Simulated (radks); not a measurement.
Spherical jellium clusters: N electrons in a uniform positive sphere of charge N and radius rs N^(1/3), rs = 4.46 bohr. Method: non-relativistic Kohn-Sham, LDA (Slater exchange, Perdew-Wang correlation), spin-polarised, spherical densities; computed with a radial shooting solver with Libxc functionals. Levels are named by radial order and angular momentum (1s, 1p, 1d, 2s, ...), and open shells are averaged over m.

N = 28, configuration 1s2 1p6 1d10 2s2 1f(up 7, down 1). This is the lowest configuration that the search found. Occupied and some empty levels:

level    occupation  eigenvalue (eV)  <r> (bohr)
1s up             1          -4.6643       8.331
1s down           1          -4.4993       7.810
1p up             3          -4.1585       9.744
1p down           3          -3.9236       9.524
1d up             5          -3.5039       10.66
1d down           5          -3.2375       10.60
2s up             1          -3.1362       8.240
2s down           1          -3.0100       8.568
1f up             7          -2.7175       11.40
1f down           1          -2.4418       11.44
2p up             0          -2.1482       9.734
2p down           0          -2.0234       9.848
1g up             0          -1.8211       12.11
1g down           0          -1.5518       12.23
2d up             0          -1.1918       11.64
2d down           0          -1.0596       11.80

Energy (eV): total -52.7088, kinetic 40.916, external -1875.6, Hartree 931.51, exchange-correlation -94.673, background 945.14.
